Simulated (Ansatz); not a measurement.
Consider the ligand exchange at a Ge–S bond: `[F][Ge][SH]` + CH₃SH → `C[S][Ge][F]` + H₂S.

Gas-phase electronic energies from Ansatz, PBE0-D4/def2-TZVP geometries. CCSD(T)/CBS adds triple-zeta CCSD(T) − MP2 to the extrapolated MP2 energy (def2 sets, frozen cores). This one scheme is used for every species. DFT in def2-TZVPP. B3LYP here is the variant with VWN-RPA as its local correlation; programs differ in this. HSE06 is defined as in plane-wave codes. For Ge outer-core shells are correlated without core-valence functions, which leaves a few kJ/mol of doubt a bond. Scalar relativity is left out up to krypton. One conformer a species, not always the lowest.

Is it downhill or uphill in electronic energy at CCSD(T)/CBS, and by how much? (An estimate is asked.)

Ansatz gave: Nearly level: ΔE = -2.5 kJ/mol.

What do these levels give: revPBE-D4, B97M-V, B3LYP-D4, HSE06-D4, BHLYP-D4, ωB97X-V, r2SCANh, CAM-B3LYP, RPA@PBE/def2-TZVPP, SCS-MP2/def2-TZVPP, CCSD/def2-TZVPP, SCS-MP2/def2-QZVPP? (An estimate is asked.)

Ansatz gave: revPBE-D4 -4.6, B97M-V -2.7, B3LYP-D4 -4.1, HSE06-D4 -2.6, BHLYP-D4 -2.1, ωB97X-V -1.0, r2SCANh -2.3, CAM-B3LYP -0.3, RPA@PBE/def2-TZVPP -1.8, SCS-MP2/def2-TZVPP -1.0, CCSD/def2-TZVPP -0.4, SCS-MP2/def2-QZVPP -0.5 kJ/mol.

Largest T1 diagnostic among the species: 0.015.

At CCSD(T), def2-SVP lies −5.4 kJ/mol from the extrapolated value and def2-TZVPP −0.1 kJ/mol. The D4 term adds −4.1 kJ/mol with B3LYP and −2.3 kJ/mol with PBE0; it sums over pairs of atoms, weighted by their polarisabilities, and B3LYP, whose exchange is more repulsive, gets the larger term.
